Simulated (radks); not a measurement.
Charge is removed step by step from the 5p down level of Yb, starting from [Kr] 4d10 4f14 5s2 5p(up 3, down 3) 6s2. Method: scalar-relativistic Kohn-Sham, r2SCAN, spin-polarised, spherical densities, finite nucleus; meta-GGA in the generalised Kohn-Sham scheme; Fermi nuclear charge, rms radius 5.3108 fm; computed with a radial shooting solver on a logarithmic mesh with Libxc functionals.

removed (e),E - E(0) (eV),eigenvalue (eV),E minus straight line (eV)
0,0.000,-28.461,0.000
0.25,7.417,-30.972,-0.988
0.5,15.477,-33.598,-1.333
0.75,24.205,-36.314,-1.011
1,33.621,-39.104,0.000

Removing the whole electron costs 33.621 eV by Delta-SCF, against 28.461 eV from minus the eigenvalue at the starting occupation. Slater's transition state (half an electron removed) gives 33.598 eV. Integrating minus the eigenvalue over the occupation (Janak's theorem) gives 33.659 eV. In this scalar-relativistic scheme the density is built from large components alone, so the theorem holds only approximately. The mean slope of the eigenvalue, de/dn, is 10.6 eV per electron.
